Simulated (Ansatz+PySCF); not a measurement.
The numbers below are computed, except where a source is named.
Si2H6 + H2 → 2 SiH4

Si2H6 (charge 0, multiplicity 1):
```yaml
atoms:
  - { symbol: Si, position_ang: [0.0000, 0.0000, -1.1732] }
  - { symbol: Si, position_ang: [0.0000, 0.0000, 1.1732] }
  - { symbol: H, position_ang: [0.0000, -1.4036, -1.6897] }
  - { symbol: H, position_ang: [-1.2155, 0.7018, -1.6897] }
  - { symbol: H, position_ang: [1.2155, 0.7018, -1.6897] }
  - { symbol: H, position_ang: [0.0000, 1.4036, 1.6897] }
  - { symbol: H, position_ang: [-1.2155, -0.7018, 1.6897] }
  - { symbol: H, position_ang: [1.2155, -0.7018, 1.6897] }
```

H2 (charge 0, multiplicity 1):
```xyz
2

H     0.0000    0.0000   -0.3804
H     0.0000    0.0000    0.3804
```

SiH4 (charge 0, multiplicity 1):
```xyz
5

Si    0.0000    0.0000    0.0000
H     0.8619    0.8619    0.8619
H     0.8619   -0.8619   -0.8619
H    -0.8619    0.8619   -0.8619
H    -0.8619   -0.8619    0.8619
```

Shapes relaxed with PBE0/def2-SVP. Single points in def2-SVP with Ansatz (development build ahead of 0.2.0), no zero-point energy. Correlated methods freeze no orbital on H to Be, one on B to Mg, five on Al to Zn, nine on Ga to Sr.

```csv
method,reaction energy
CCSD(T) (restricted),-7.99 kcal/mol
HF (restricted),-12.82 kcal/mol
MP2 (restricted),-7.77 kcal/mol
PBE (restricted),-3.64 kcal/mol
PBE0 (restricted),-4.71 kcal/mol
r2SCAN (restricted),-4.43 kcal/mol
wB97X (restricted),-6.10 kcal/mol
```

(1) What does CCSD (restricted) give?

## Answers

(1) -8.69 kcal/mol.
